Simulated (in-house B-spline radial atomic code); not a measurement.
## Ionising the chlorine ion Cl⁺ with different functionals

Computed with a B-spline radial code for spherical atoms: scalar-relativistic (spin-free X2C) Hamiltonian, Fermi nucleus of rms radius 3.3654 fm, spin-polarised at highest spin, spherical fractional occupations for the functionals, the average over the highest-spin determinants for Hartree-Fock. The ionisation energy is the difference of two self-consistent energies, [Ne] 3s2 3p4 → [Ne] 3s2 3p3, without Breit or QED terms; ε is the level of the shell that loses the electron (its least bound occupied spin orbital).

Hybrids are left out here: with spherical fractional occupations of an open shell their exact exchange keeps a self-interaction that integer-occupation calculations don't have.

| method | rung | ΔSCF (eV) | -ε(3p) (eV) |
| --- | --- | --- | --- |
| Hartree-Fock | Hartree-Fock | 22.36 | 23.20 |
| LDA VWN5 | LDA | 23.95 | 18.41 |
| LDA PW92 | LDA | 23.95 | 18.42 |
| LDA exchange-only | LDA | 22.02 | 16.71 |
| PBE | GGA | 23.63 | 18.18 |
| PBEsol | GGA | 23.60 | 18.16 |
| BLYP | GGA | ? | ? |
| RPBE | GGA | 23.55 | 18.14 |
| PW91 | GGA | 23.71 | 18.26 |
| BP86 | GGA | 23.82 | 18.33 |
| AM05 | GGA | 23.62 | 18.17 |
| OLYP | GGA | 23.48 | 18.05 |
| TPSS | meta-GGA | 23.54 | 18.16 |
| SCAN | meta-GGA | 23.31 | 18.10 |
| r2SCAN | meta-GGA | ? | ? |
| revTPSS | meta-GGA | 23.49 | 18.13 |

**Question.** What does r2SCAN give?

**Answer.** ΔSCF 23.31 eV, and -ε(3p) = 18.10 eV.

**Question.** What does BLYP give?

**Answer.** ΔSCF 23.67 eV, and -ε(3p) = 18.12 eV.

**Question.** How do they compare with the NIST value?

**Answer.** NIST lists 23.814 eV (measured, ground level to ground level). Errors run from -1.79 to +0.14 eV; BP86 is closest (+0.01 eV), but part of that can be cancellation, since the calculations leave out spin-orbit coupling, Breit-QED terms, multiplet and fine-structure energies. Hartree-Fock also lacks correlation.
